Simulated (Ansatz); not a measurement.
C3H9BClN (`CCN(C)BCl`) at its PBE0-D4/def2-TZVP geometry, where that method's forces vanish. The species carries charge 0 and has multiplicity 1.

| atom | x (Å) | y (Å) | z (Å) |
| --- | --- | --- | --- |
| C1 | 1.655 | 0.313 | -0.690 |
| C2 | 0.842 | -0.019 | 0.549 |
| N3 | -0.568 | -0.232 | 0.264 |
| C4 | -1.342 | 0.983 | 0.125 |
| B5 | -1.160 | -1.474 | 0.101 |
| Cl6 | -0.222 | -2.973 | 0.235 |
| H7 | 1.287 | 1.211 | -1.191 |
| H8 | 2.700 | 0.488 | -0.422 |
| H9 | 1.619 | -0.514 | -1.401 |
| H10 | 1.237 | -0.920 | 1.017 |
| H11 | 0.922 | 0.791 | 1.283 |
| H12 | -2.378 | 0.737 | -0.102 |
| H13 | -1.315 | 1.566 | 1.052 |
| H14 | -0.954 | 1.613 | -0.681 |
| H15 | -2.324 | -1.570 | -0.138 |

(1) For each bond, give half the difference of the two atoms' forces along it (eV/Å; positive pushes the atoms apart) under PBE-D4, r2SCAN-D4, B3LYP-D4, ωB97M-V in def2-TZVPP. (Estimate.)

Answers

(1) Ansatz gave: 
```
  bond  length (Å)  PBE-D4  r2SCAN-D4  B3LYP-D4  ωB97M-V
 C1–C2       1.519    0.00       0.09      0.18     0.15
 C1–H7       1.092    0.10      -0.04     -0.07    -0.07
 C1–H8       1.092    0.10      -0.03     -0.07    -0.08
 C1–H9       1.092    0.10      -0.03     -0.07    -0.07
 C2–N3       1.454    0.06       0.14      0.19     0.16
C2–H10       1.090    0.10      -0.07     -0.15    -0.14
C2–H11       1.096    0.09      -0.07     -0.12    -0.12
 N3–C4       1.447    0.05       0.16      0.21     0.23
 N3–B5       1.385    0.18       0.04     -0.09    -0.08
C4–H12       1.089    0.09      -0.06     -0.11    -0.09
C4–H13       1.095    0.09      -0.05     -0.08    -0.11
C4–H14       1.094    0.09      -0.05     -0.08    -0.11
B5–Cl6       1.773    0.03       0.06      0.21     0.16
B5–H15       1.192   -0.02      -0.11     -0.19    -0.18
```

B3LYP here is the variant with VWN-RPA as its local correlation; programs differ in this.
